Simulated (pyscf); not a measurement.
**`[NH][Hf]([NH2])([NH2])[NH2]`, doublet**

Gas-phase minimum from PySCF at ωB97X-D3(BJ)/def2-SVP, one conformer. Other isomers of [HN–Hf(NH₂)(NH₂)–NH₂]• were not searched in full and may lie lower. 

```
Hf
N 1 2.0417
H 2 1.0177 1 167.95
N 1 2.0463 2 109.02 3 -53.15
H 4 1.0174 1 128.25 2 -124.51
H 4 1.0194 5 107.97 1 -177.34
N 1 2.0488 2 109.20 3 -172.67
H 7 1.0175 1 127.63 2 16.03
H 7 1.0188 8 108.07 1 175.65
N 1 2.0517 2 111.48 3 67.91
H 10 1.0176 1 128.53 2 -109.24
H 10 1.0193 11 107.77 1 178.17
```
Charge 0, spin multiplicity 2.

Properties at ωB97X-D3(BJ)/def2-SVP:

```
Quantity                                                                                                                                                                                                                                                                            Result
---------------------------------------------------------------------------------------------------------------------  -------------------------------------------------------------------------------------------------------------------------------------------------------------------
Harmonic wavenumbers, unscaled                                                                                         103, 119, 135, 143, 146, 191, 231, 324, 339, 451, 455, 471, 480, 490, 497, 511, 621, 625, 633, 652, 1522, 1523, 1524, 3576, 3577, 3581, 3644, 3665, 3666, 3668 cm⁻¹
Zero-point energy                                                                                                                                                                                                                                                            53.7 kcal/mol
Rotational symmetry number                                                                                                                                                                                                                                                               1
Entropy of this conformer at 298 K and 1 atm, rigid rotor and harmonic oscillator, modes under 100 cm⁻¹ raised to 100                                                                                                                                                      414.7 J/(mol K)
Dipole moment                                                                                                                                                                                                                                                                       0.60 D
Spin expectation value S2                                                                                                                                                                                                                                                            0.755
```

Single-point totals, which compare only within one level:

| level | total energy (hartree) |
|---|---|
| ωB97X-D3(BJ)/def2-TZVP | -271.53066 |
| PBE/def2-TZVP | -271.17258 |
| r²SCAN/def2-TZVP | -271.32421 |
| B3LYP-D3(BJ)/def2-TZVP | -271.46161 |
| PBE0-D3(BJ)/def2-TZVP | -271.15393 |
| M06-2X/def2-TZVP | -271.22849 |
| ωB97M-D3(BJ)/def2-TZVP | -271.43973 |

Soft torsions are taken as harmonic, which can shift the entropy by several J/(mol K). Open-shell species with a d-block atom are single-reference here; other states, and whether the spin sits on metal or ligand, were not checked. Elements past Kr carry the def2 core potentials, without spin-orbit coupling.
